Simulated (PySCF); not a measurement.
## Correlation energy of Pt⁺ (platinum, charge +1)

[Xe] 4f14 5d9, 2D determinant. All numbers are calculated (PySCF 2.14, a scalar-relativistic core potential, in def2-SVPD with the def2 core potential (60 electrons) (6s4p2d1f, 35 functions)). Frozen: nothing; 17 electrons correlated.

MP2 pair energies summed by pair of shells (mhartree):

| pair | energy | share (%) |
| --- | --- | --- |
| 5d-5d | -161.51 | 66.9 |
| 5p-5d | -56.32 | 23.3 |
| 5p-5p | -11.84 | 4.9 |
| 5s-5d | -5.44 | 2.3 |
| 5s-5p | -5.27 | 2.2 |
| 5s-5s | -0.89 | 0.4 |

Total MP2 correlation energy: -241.28 mhartree.

Same-spin part -82.59 and opposite-spin part -158.70 mhartree; SCS-MP2 scales them by 1/3 and 6/5 to -217.97 mhartree.

The basis has no tight functions for the innermost shells, so their pair energies are far from complete.

This basis was not built for core-valence correlation, so the inner-shell part is incomplete.
